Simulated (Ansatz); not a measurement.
Born–Oppenheimer molecular dynamics of H4O2SSn (8 atoms, charge 0, multiplicity 1). It starts at the highest image of a converged band. Of that band: Neighbouring images differ by up to 2.5 eV, so the band resolves the path poorly. A vibrational analysis at the climbing image gives 2 clearly imaginary modes (1240i, 96i cm⁻¹): a point of higher order, so a lower path passes nearby.

Theory: Ansatz, RKS PBE0/def2-SVP.

```json
{
  "ensemble": "NVE (velocity Verlet)",
  "time step": "0.5 fs",
  "steps asked": "200",
  "starting velocities drawn for": "100 K",
  "seed": "7003"
}
```

First frame:

```xyz
8
Properties=species:S:1:pos:R:3
O -1.089 0.979 -1.137
Sn -0.132 0.462 0.525
O 1.869 0.432 -0.172
S -0.898 -1.813 0.949
H -2.042 1.067 -1.012
H 1.367 1.137 1.166
H 2.365 -0.394 -0.054
H -1.350 -1.926 -0.321
```

Q: How far do the bonds stretch over the last three quarters of this one trajectory? (Pairs bonded in most of those frames.)

A: 
| bond | mean (Å) | spread (Å) | shortest | longest |
| --- | --- | --- | --- | --- |
| O1–Sn2 | 2.023 | 0.039 | 1.96 | 2.08 |
| O1–H5 | 0.967 | 0.011 | 0.95 | 0.98 |
| Sn2–S4 | 2.551 | 0.052 | 2.45 | 2.62 |
| O3–H6 | 1.059 | 0.163 | 0.79 | 1.27 |
| O3–H7 | 0.971 | 0.018 | 0.94 | 1.01 |
| S4–H8 | 1.353 | 0.008 | 1.34 | 1.36 |

Mean temperature of the second half: 1935 K. The conserved energy stayed within 4.6 meV per atom of its start (net change 0.16 meV per atom), so there is no drift, though single steps change it by up to 48 meV in the whole system, a sign of fast motions only just resolved. The system heated up, since it started high on the potential surface and ran downhill. A run of 0.1 ps of so small a system gives no equilibrium averages. The orbitals stay closed-shell, which can raise the energy where a bond breaks towards radicals; this wasn't checked here.

Time of the run: 8.4 min on 2 threads of Arm Neoverse V1, on a shared host, peak memory 0.21 GiB.
